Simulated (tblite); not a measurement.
Isomers of C3H5FSe. Calculated harmonic vibrations of the isolated species, GFN2-xTB (tblite), most abundant isotopes, no scaling. The method is semi-empirical: single wavenumbers can be off by several per cent or more. One conformer each.

Electronic energies: GFN2-xTB at the same geometries; isomer energies are rough at this level and their order can be wrong.

| SMILES | electronic energy, lowest = 0 (kcal/mol) |
| --- | --- |
| C[Se]/C=C/F | 14.2 |
| FC1C[Se]C1 | 0.0 |
| C=C[Se]CF | 18.7 |

**Question.** How do GFN2-xTB zero-point energies change the relative energies?

**Answer.** 
```json
{"SMILES": "FC1C[Se]C1", "ZPE (kcal/mol)": "45.6", "of it from modes above 1550 cm⁻¹": "21.4", "electronic (kcal/mol)": "0.0", "with ZPE, lowest = 0 (kcal/mol)": "0.0", "lowest mode (cm⁻¹)": "98", "rings": "1"}
{"SMILES": "C[Se]/C=C/F", "ZPE (kcal/mol)": "43.3", "of it from modes above 1550 cm⁻¹": "24.1", "electronic (kcal/mol)": "14.2", "with ZPE, lowest = 0 (kcal/mol)": "11.8", "lowest mode (cm⁻¹)": "44", "rings": "0"}
{"SMILES": "C=C[Se]CF", "ZPE (kcal/mol)": "43.6", "of it from modes above 1550 cm⁻¹": "24.0", "electronic (kcal/mol)": "18.7", "with ZPE, lowest = 0 (kcal/mol)": "16.7", "lowest mode (cm⁻¹)": "84", "rings": "0"}
```

The zero-point energies span 2.3 kcal/mol, from `C[Se]/C=C/F` to `FC1C[Se]C1`. The order is unchanged.

**Question.** What do entropy and thermal enthalpy add at 298.15 K and 1 bar (rigid rotor, harmonic oscillator, one conformer each)?

**Answer.** 
```json
{"SMILES": "FC1C[Se]C1", "point group": "Cs", "symmetry number": "1", "S (cal/(mol K))": "76.0", "H − H(0) (kcal/mol)": "3.89", "ZPE + H − H(0) − TS (kcal/mol)": "26.8"}
{"SMILES": "C[Se]/C=C/F", "point group": "Cs", "symmetry number": "1", "S (cal/(mol K))": "85.4", "H − H(0) (kcal/mol)": "5.01", "ZPE + H − H(0) − TS (kcal/mol)": "22.8"}
{"SMILES": "C=C[Se]CF", "point group": "C1", "symmetry number": "1", "S (cal/(mol K))": "82.5", "H − H(0) (kcal/mol)": "4.74", "ZPE + H − H(0) − TS (kcal/mol)": "23.7"}
```
